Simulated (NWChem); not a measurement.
AlHF$_{2}$; SMILES [AlH]([F])[F]

```xyz
4

Al     0.0000     0.0000    -0.4149
H      0.0000     0.0000    -1.9775
F     -1.4143     0.0000     0.4439
F      1.4143     0.0000     0.4439
```
Atoms are numbered in this order, from 1.

Program: NWChem. Geometry: optimised at PBE0/def2-SVP. GIAO values for the isolated, static molecule; σ is the absolute isotropic shielding, δ = σ(reference) − σ with the isolated reference molecule computed at the same levels (19F: trichlorofluoromethane, 1H: tetramethylsilane).

Problem. Predict the results for BHandHLYP/pcSseg-1. Quantities: σ Al1 (ppm); δ H2 (ppm); δ F3 (ppm).

Solution. 
| Quantity | Value |
|---|---|
| σ Al1 (ppm) | 476.1 |
| δ H2 (ppm) | 4.22 |
| δ F3 (ppm) | -140.1 |
